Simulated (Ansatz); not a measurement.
CH₄ClN₃Si (`N#C[Si](N)(N)Cl`) from Hartree–Fock to CCSD(T)

```tsv
atom	x (Å)	y (Å)	z (Å)
N1	1.538	1.712	-1.885
C2	0.986	0.935	-1.237
Si3	0.100	-0.288	-0.158
N4	-1.509	0.204	-0.249
N5	0.595	-0.346	1.452
Cl6	0.603	-2.107	-0.955
H7	-2.226	-0.257	0.287
H8	-1.871	0.648	-1.077
H9	1.362	-0.927	1.745
H10	0.424	0.425	2.077
```

Charge 0, multiplicity 1. Geometry: relaxed with PBE0-D4/def2-TZVP. It is one conformer, not always the lowest. Frozen core, restricted reference, the Gaussian-basis code of Ansatz. CBS rows extrapolate triple and quadruple zeta; past MP2 they add the triple-zeta difference.

```json
{"basis": "def2-SVP", "HF (Eh)": "-951.71692", "MP2 corr.": "?", "CCSD corr.": "-0.87389", "(T)": "-0.02724", "CCSD(T) total": "?"}
{"basis": "def2-TZVPP", "HF (Eh)": "-952.23346", "MP2 corr.": "-1.06064", "CCSD corr.": "-1.09309", "(T)": "?", "CCSD(T) total": "?"}
{"basis": "def2-QZVPP", "HF (Eh)": "?", "MP2 corr.": "-1.14317", "CCSD corr.": "–", "(T)": "–", "CCSD(T) total": "–"}
{"basis": "CBS(def2)", "HF (Eh)": "-952.26885", "MP2 corr.": "-1.20430", "CCSD corr.": "?", "(T)": "as TZ", "CCSD(T) total": "?"}
```

(1) Fill in the withheld values. (Best estimate.)

Results:

(1) The calculation gave: def2-SVP MP2 corr.: -0.83494; def2-SVP CCSD(T) total: -952.61805; def2-TZVPP (T): -0.04940; def2-TZVPP CCSD(T) total: -953.37595; def2-QZVPP HF (Eh): -952.26457; CBS(def2) CCSD corr.: -1.23675; CBS(def2) CCSD(T) total: -953.55500.
